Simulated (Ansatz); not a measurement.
FH4IOSi2 (`O[SiH](F)[SiH2]I`). Charge 0, multiplicity 1. Correlated methods include outer-core shells of I, which these sets cover unevenly. I: def2 effective core potential.

Cartesian coordinates in Å:
```
O 0.046 1.344 -1.460
Si 0.740 0.848 -0.072
F 2.185 0.218 -0.335
Si -0.569 -0.861 0.870
I -1.381 -2.115 -1.085
H -0.360 0.669 -2.012
H 0.928 2.055 0.762
H 0.172 -1.806 1.741
H -1.762 -0.351 1.592
```

(1) Give the diagnostics of a CCSD(T)/def2-TZVPP run (frozen core, Ansatz 0.2.0). (Estimate.)

## Answers

(1) Ansatz gave: T1 = 0.0110, largest single amplitude 0.018, largest double 0.025, (T) share of the correlation energy 2.8 %, 9 CCSD cycles. The RHF solution is stable towards an unrestricted one. T1 lies under the customary mark of 0.02 for closed shells.
